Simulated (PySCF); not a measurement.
C4H4N2, SMILES c1cncnc1. Atoms are numbered in the order given.

```xyz
10

C      0.0000     0.0000    -1.3534
C      0.0000    -1.1827    -0.6181
N      0.0000    -1.1894     0.7122
C      0.0000     0.0000     1.3074
N      0.0000     1.1894     0.7122
C      0.0000     1.1827    -0.6181
H      0.0000     0.0000    -2.4449
H      0.0000    -2.1585    -1.1184
H      0.0000     0.0000     2.4042
H      0.0000     2.1585    -1.1184
```
Charge 0, spin multiplicity 1.

The structure is a stationary point at PBE0-D3(BJ)/def2-SVP.

Two levels are set side by side: PBE/pcSseg-1 (PySCF) and B3LYP/pcSseg-1 (PySCF). GIAO shifts against NH3 (¹⁵N), TMS (¹H), TMS (¹³C) at the same level; non-relativistic, no solvent, atoms listed together averaged. Differences are taken from unrounded values.

```tsv
quantity	B3LYP
δ(¹³C) of C1 (ppm)	129.3
δ(¹³C) of C2, C6 (ppm)	165.1
δ(¹⁵N) of N3, N5 (ppm)	346.5
δ(¹³C) of C4 (ppm)	168.6
δ(¹H) of H7 (ppm)	7.28
δ(¹H) of H8, H10 (ppm)	8.99
δ(¹H) of H9 (ppm)	9.61
```

### Question
What does PBE give, and how far is it from B3LYP? (An estimate is asked for; the answer gives what the named calculation found.)

### Answer

```tsv
quantity	PBE	PBE minus B3LYP
δ(¹³C) of C1 (ppm)	127.8	-1.5
δ(¹³C) of C2, C6 (ppm)	161.6	-3.5
δ(¹⁵N) of N3, N5 (ppm)	340.7	-5.8
δ(¹³C) of C4 (ppm)	165.7	-2.9
δ(¹H) of H7 (ppm)	7.26	-0.02
δ(¹H) of H8, H10 (ppm)	9.02	0.03
δ(¹H) of H9 (ppm)	9.71	0.10
```

Rough cost on one machine, each run with all the roots and properties that it gave: B3LYP against PBE within a factor of 2.
